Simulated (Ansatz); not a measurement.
`F[CH](F)[GeH3]` + ethylene → `C=CC(F)F` + GeH₄  (formal exchange of groups at a C–Ge bond)

Computed with Ansatz on PBE0-D4/def2-TZVP structures; ΔE is electronic, products minus reactants. CBS: MP2 limit from def2 TZ/QZ plus the TZ coupled-cluster correction, frozen cores. This one scheme is used for every species. For Ge outer-core shells are correlated without core-valence functions, which leaves a few kJ/mol of doubt a bond. Scalar relativity is left out up to krypton. Each species was taken in one conformer, which may not be the lowest.

`F[CH](F)[GeH3]`:

Cartesian coordinates in Å:
```
F 0.262 -0.595 -1.826
C 0.714 0.036 -0.707
F 0.944 1.337 -1.038
Ge -0.656 -0.071 0.742
H 1.678 -0.412 -0.443
H -0.891 -1.551 1.070
H -1.940 0.589 0.231
H -0.110 0.666 1.972
```

`C=C`:

Z-matrix (Å, degrees):
```
C
C 1 1.323
H 1 1.085 2 121.7
H 1 1.085 2 121.7 3 -180.0
H 2 1.085 1 121.7 3 -0.0
H 2 1.085 1 121.7 3 -180.0
```

`C=CC(F)F`:

Z-matrix (Å, degrees):
```
C
C 1 1.490
F 1 1.363 2 109.7
F 1 1.354 2 111.8 3 119.1
H 1 1.097 2 112.9 3 -119.4
C 2 1.322 1 123.8 3 -126.3
H 2 1.086 1 114.4 3 54.3
H 6 1.083 2 121.3 1 0.4
H 6 1.083 2 121.1 1 -179.7
```

GeH₄:

Z-matrix (Å, degrees):
```
Ge
H 1 1.534
H 1 1.534 2 109.5
H 1 1.534 2 109.5 3 -120.0
H 1 1.534 2 109.5 3 120.0
```

| level | ΔE (kJ/mol) |
| --- | --- |
| CCSD(T)/def2-TZVPP | -26.3 |
| HF/CBS(def2) | -33.3 |

What does CCSD(T)/CBS give? (Estimate.)

The calculation gave: -23.9 kJ/mol. The listed levels differ from it by -2.4, -9.4 kJ/mol.

Largest T1 diagnostic among the species: 0.012.

From BLYP to BHLYP (50 % exact exchange), in def2-TZVPP and without D4, ΔE moves by −12.3 kJ/mol. Leaving LDA and LC-ωPBE aside and taking each functional with its dispersion term where it has one, the values, not all of them listed here, spread over 16.6 kJ/mol, from B97M-V to BLYP-D4. LDA lies −13.6 kJ/mol from PBE without D4.
